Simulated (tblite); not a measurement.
Compound: C₄H₅FSi₂.
Numbering: `[CH:1]#[C:2][Si@:3]1([F:4])[CH:5]=[CH:6][SiH2:7]1` (hydrogens: H8 on C1; H9 on C5; H10 on C6; H11, H12 on Si7)

Computed geometry: GFN2-xTB, gas phase.

(1) What internal coordinates does the optimisation give?

## Answers

(1) 
```csv
bond,length (Å)
C1≡C2,1.202
C2–Si3,1.850
Si3–F4,1.630
Si3–C5,1.905
C5=C6,1.341
C6–Si7,1.905
Si3–Si7,2.329
C1–H8,1.052
C5–H9,1.081
C6–H10,1.081
Si7–H11,1.468
Si7–H12,1.467
```

A selection of angles:
```csv
angle,degrees
C2–C1–H8,178.8
C1–C2–Si3,177.4
C2–Si3–F4,103.2
C2–Si3–C5,115.1
C2–Si3–Si7,128.8
F4–Si3–C5,112.5
F4–Si3–Si7,119.0
C5–Si3–Si7,75.4
Si3–C5–C6,104.2
Si3–C5–H9,131.6
C6–C5–H9,124.2
C5–C6–Si7,105.9
C5–C6–H10,123.8
Si7–C6–H10,130.4
C6–Si7–H11,114.1
C6–Si7–H12,114.2
Si3–Si7–C6,74.5
Si3–Si7–H11,122.4
Si3–Si7–H12,120.1
H11–Si7–H12,107.7
```

Dihedral angles: C2–Si3–C5–C6 -126° (anticlinal); Si3–C5–C6–Si7 0° (synperiplanar); C5–C6–Si7–Si3 0° (synperiplanar); C2–Si3–Si7–C6 111° (anticlinal).

The 2 C–C bonds span 1.202 Å (C1≡C2, drawn triple) to 1.341 Å (C5=C6, drawn double), a spread of 0.139 Å. The 4-membered ring Si3–C5–C6–Si7 has internal angles of 74.5° to 105.9° (sum 360°, against 360° for a flat polygon); it is planar, 0.00 Å rms from its mean plane, widest ring torsion 0°. The 3 C–Si bonds span 1.850 Å (C2–Si3, drawn single) to 1.905 Å (Si3–C5, drawn single), a spread of 0.055 Å. Si7 (SiH2 silicon) has angles from 74.5° to 122.4°. Si3 (fluorine-bound silicon) has angles from 75.4° to 128.8°.

Point group: C1 (no symmetry element, even within 0.4 Å). Its GFN2-xTB frequencies are all real (lowest 68 cm⁻¹).
